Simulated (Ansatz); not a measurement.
```tsv
atom	x (Å)	y (Å)	z (Å)
C	2.0873	0.0000	0.0000
C	1.6886	1.2269	0.0000
C	0.6450	1.9851	0.0000
C	-0.6450	1.9851	0.0000
C	-1.6886	1.2269	0.0000
C	-2.0873	0.0000	0.0000
C	-1.6886	-1.2269	0.0000
C	-0.6450	-1.9851	0.0000
C	0.6450	-1.9851	0.0000
C	1.6886	-1.2269	0.0000
```

Basis set: def2-TZVP (spherical functions). Charge 0, multiplicity 1.

Computed with Ansatz (development build ahead of 0.2.0); each method stands on the lowest determinant of its kind that the runs found. Restricted functionals stand beside restricted open-shell atoms, which can lie above the unrestricted atoms usual in DFT and then raise those values.

Q: Give the atomization energy at this shape (free ground-state atoms in the same class of orbitals less the molecule, no zero-point energy) of singlet C10 by ωB97X (restricted), PBE0 (restricted), PBE0 (unrestricted), RHF.

A:

```csv
method,atomization energy
ωB97X (restricted),1377.08 kcal/mol
PBE0 (restricted),1435.53 kcal/mol
PBE0 (unrestricted),1423.39 kcal/mol
RHF,902.04 kcal/mol
```

Caution for RHF: in another basis set an unrestricted determinant lies well below.

The shape needn't be a minimum at these levels.
